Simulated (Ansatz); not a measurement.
Two members of one family (Series GeH3X), computed with Ansatz in the gas phase; def2 core potentials for I, no spin–orbit coupling. The two geometries come from different levels. A negative affinity means that the extra electron isn't bound at that geometry and level; within about 0.2 eV of zero the sign isn't settled. Binding counts from free atoms in the multiplicity of their measured ground term, without zero-point energy. A dash marks a value that wasn't run or was left out as unsound. The structures are stationary points that may keep the symmetry of their start. Remarks come from the PBE and PBE0 runs and from stability tests at other levels; not every state was tested. A HOMO above zero means that the electron is unbound at that level and held by the basis, or that self-interaction error raises the level; the energy of removing that electron tells which.

First: GeBrH3 (singlet, charge 0, PBE-D4/def2-TZVP geometry).

```xyz
5

Ge    0.101   -0.161   -0.031
Br   -1.119    1.787    0.348
H    -0.038   -1.038    1.230
H     1.565    0.258   -0.275
H    -0.508   -0.846   -1.272
```

```
               level  HOMO (eV)  LUMO (eV)  gap (eV)  vertical EA (eV)  binding per atom (eV)
     PBE-D4/def2-SVP      -6.79      -1.42      5.37                 –                   2.51
   BLYP-D4/def2-TZVP      -6.81      -1.57      5.24                 –                   2.49
r2SCAN-D4/def2-TZVPD      -7.32      -1.42      5.89             -0.48                   2.57
    PBE0-D4/def2-SVP      -8.12      -0.54      7.58                 –                   2.51
  PBE0-D4/def2-TZVPD      -8.27      -0.93      7.33             -0.52                   2.52
```

Remarks: HOMO above zero (-1 doublet).

Second: GeIH3 (singlet, charge 0, PBE0-D4/def2-TZVP geometry).

| atom | x (Å) | y (Å) | z (Å) |
| --- | --- | --- | --- |
| Ge1 | -0.0359 | 0.1548 | -0.1605 |
| I2 | 0.3625 | -1.5687 | 1.6261 |
| H3 | -0.6609 | -0.5612 | -1.3619 |
| H4 | 1.3211 | 0.7678 | -0.5213 |
| H5 | -0.9869 | 1.2074 | 0.4176 |

**Question.** Estimate the same table for the second.

**Answer.** 
```csv
level,HOMO (eV),LUMO (eV),gap (eV),vertical EA (eV),binding per atom (eV)
PBE-D4/def2-SVP,-6.33,-1.77,4.56,–,2.40
BLYP-D4/def2-TZVP,-6.27,-1.83,4.44,–,2.38
r2SCAN-D4/def2-TZVPD,-6.75,-1.69,5.05,-0.17,2.45
PBE0-D4/def2-SVP,-7.51,-0.94,6.57,–,2.40
PBE0-D4/def2-TZVPD,-7.59,-1.19,6.40,-0.21,2.41
```

Remarks: HOMO above zero (-1 doublet).
